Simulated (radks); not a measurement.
Values are calculated unless marked as measured or tabulated.
Ionisation of the silver ion Ag+, [Kr] 4d10, to [Kr] 4d9 as the strength of local exchange is varied. Level of theory: non-relativistic Kohn-Sham, Slater X-alpha exchange (alpha = 2/3 is LDA exchange), no correlation, spin-polarised, spherical densities, point nucleus; relativity is left out, which matters for an element this heavy (a radial shooting solver on a logarithmic mesh with Libxc functionals).

| alpha | E(Ag+) (hartree) | exchange (hartree) | IE (eV) | -e of the level emptied (eV) | <r> of it (bohr) |
|---|---|---|---|---|---|
| 0.554 | -5167.31086 | -112.91607 | 19.050 | 12.994 (4d) | 1.424 |
| 0.574 | -5171.38890 | -117.08741 | 19.385 | 13.291 (4d) | 1.417 |
| 0.667 | -5190.39525 | -136.57056 | 20.993 | 14.726 (4d) | 1.386 |
| 0.705 | -5198.18184 | -144.57229 | 21.673 | 15.338 (4d) | 1.374 |
| 0.892 | -5236.67346 | -184.29338 | 25.213 | 18.560 (4d) | 1.319 |
| 0.993 | -5257.58264 | -205.98401 | 27.258 | 20.445 (4d) | 1.291 |
| 1.01 | -5261.11024 | -209.65119 | 27.611 | 20.773 (4d) | 1.287 |

NIST Atomic Spectra Database: 21.484 eV (measured). The Delta-SCF value meets it near alpha = 0.69. Relativity is left out here, which matters for elements this heavy. Open shells are spherical and high-spin; term and fine-structure splittings are not resolved.
